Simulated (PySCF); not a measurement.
Radial density of In (indium, neutral)

UHF, [Kr] 4d10 5s1 5p2, high-spin 4P determinant (an excited configuration). Calculation: PySCF 2.14, in ANO-RCC-VTZP (7s6p4d2f1g, 68 functions); the spin-free X2C one-electron Hamiltonian (Gaussian nucleus).

```tsv
r (bohr)	4πr²ρ (e/bohr)	4πr²(ρα − ρβ)
0.0255	61.23	0.0067
0.0430	54.11	0.0116
0.0722	73.94	0.0264
0.122	70.90	-0.0132
0.204	57.28	0.0054
0.344	55.46	0.0173
0.578	18.88	0.0832
0.973	19.89	-0.0828
1.64	5.085	0.5685
2.75	1.324	1.1083
4.63	0.3514	0.3508
7.79	0.02216	0.0222
13.1	2.771e-05	0.0000
```

Densities and radii are taken from the X2C orbitals without a picture-change correction, which distorts them close to the nucleus.

Where is the radial spin density 4πr²(ρα − ρβ) most negative, and why is it negative at all?

Around r = 0.973 bohr, down to -0.0828 e/bohr: exchange with the open shell polarises the paired shells in an unrestricted calculation.
